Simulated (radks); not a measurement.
Excited configurations of Ag: one electron is placed in a higher orbital outside [Kr] 4d10. The ground configuration is [Kr] 4d10 5s1. Calculated with a radial shooting solver on a logarithmic mesh with Libxc functionals: scalar-relativistic Kohn-Sham, BLYP, spin-polarised, spherical densities, finite nucleus; open shells are filled with parallel spins first (spin-orbit coupling, left out, can overturn this in heavy ions); Fermi nuclear charge, rms radius 4.5454 fm. Excitation = E - E(ground); binding = E(ion) - E, where the ion is the core of charge +1; n* = 1/sqrt(2 binding) in atomic units, and the quantum defect is n - n*.

\begin{tabular}{lrrrr}
outer orbital & excitation (eV) & binding (eV) & eigenvalue (eV) & <r> (bohr) \\ \hline
5p & 3.949 & 4.053 & -1.804 & 4.610 \\
5d & 6.467 & 1.536 & -0.651 & 10.23 \\
6s & 5.493 & 2.509 & -1.464 & 8.436 \\
6p & 6.184 & 1.819 & -0.996 & 10.89 \\
\end{tabular}

The Delta-SCF ionisation energy is 8.002 eV (NIST Atomic Spectra Database: 7.576 eV, measured). Self-interaction in the functional shifts the binding energies and quantum defects, so they are the method's values and not measured ones.
